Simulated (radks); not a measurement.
Results of a calculation; reference values are marked as such.
The lanthanum ion La+, 56 electrons, occupied as [Xe] 5d2 (the NIST ground configuration). Code: a radial shooting solver on a logarithmic mesh with Libxc functionals. Model: scalar-relativistic Kohn-Sham, Slater X-alpha with alpha = 0.992, spin-polarised, spherical densities, finite nucleus; open shells are filled with parallel spins first (spin-orbit coupling, left out, can overturn this in heavy ions); Fermi nuclear charge, rms radius 4.855 fm.

Radial electron density D(r) = 4 pi r^2 rho(r):

```
   r/bohr * D(r) (the largest magnitude, 98.3, reaches the edge; | marks zero)
  0.00137 | *
 0.001582 |  *
 0.001827 |   *
 0.002127 |    *
 0.002456 |     *
 0.002836 |       *
 0.003276 |         *
 0.003813 |           *
 0.004404 |              *
 0.005086 |                 *
 0.005874 |                    *
 0.006838 |                        *
 0.007897 |                           *
 0.009121 |                               *
  0.01053 |                                   *
  0.01226 |                                      *
  0.01416 |                                        *
  0.01636 |                                         *
  0.01889 |                                         *
  0.02199 |                                        *
  0.02539 |                                      *
  0.02933 |                                     *
  0.03387 |                                    *
  0.03943 |                                     *
  0.04554 |                                        *
  0.05259 |                                             *
  0.06074 |                                                  *
  0.07071 |                                                      *
  0.08166 |                                                      *
  0.09431 |                                                   *
   0.1089 |                                              *
   0.1268 |                                         *
   0.1464 |                                        *
   0.1691 |                                          *
   0.1953 |                                              *
   0.2274 |                                              *
   0.2626 |                                          *
   0.3032 |                                *
   0.3502 |                      *
   0.4077 |                 *
   0.4708 |                *
   0.5438 |                  *
    0.628 |                   *
   0.7311 |                *
   0.8443 |           *
   0.9751 |       *
    1.126 |     *
    1.311 |    *
    1.514 |   *
    1.749 |   *
    2.019 |  *
    2.351 | *
    2.715 |*
    3.135 |*
    3.621 *
    4.216 *
    4.868 *
    5.623 *
    6.493 *
    7.559 *
     8.73 *
```

D(r) has 4 maxima, at r = 0.0176, 0.0772, 0.217, 0.599 bohr, and minima at 0.0336, 0.143, 0.442 bohr, inside which lie 1.96, 11.16, 28.97 electrons.
